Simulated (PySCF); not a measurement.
**How methods differ on the excitation energy of As**

As [Ar] 3d10 4s2 4p3 (4S) → As [Ar] 3d10 4s1 4p3 4d1 (6D), as a difference of total energies. Calculation: PySCF 2.14, in aug-cc-pVTZ-DK (7s6p4d2f, 59 functions); scalar relativity by spin-free X2C-1e. Correlated levels: valence: [Ar] 3d10 frozen. The calculations carry no spin-orbit coupling.

| method | excitation energy (eV) |
| --- | --- |
| UHF | 13.166 |
| MP2 (valence) | 14.438 |
| SCS-MP2 (valence) | 14.824 |
| CCSD (valence) | 14.610 |
| CCSD(T) (valence) | 14.676 |

How much does correlation contribute at CCSD(T) (valence)?

14.676 − (13.166) = 1.510 eV, measured against UHF.

The upper state lies above the first ionisation limit, but in LS coupling its spin forbids autoionisation to the ground ion.

The promoted electron is Rydberg-like, and one or two diffuse shells describe it only roughly, which tends to raise the upper state.
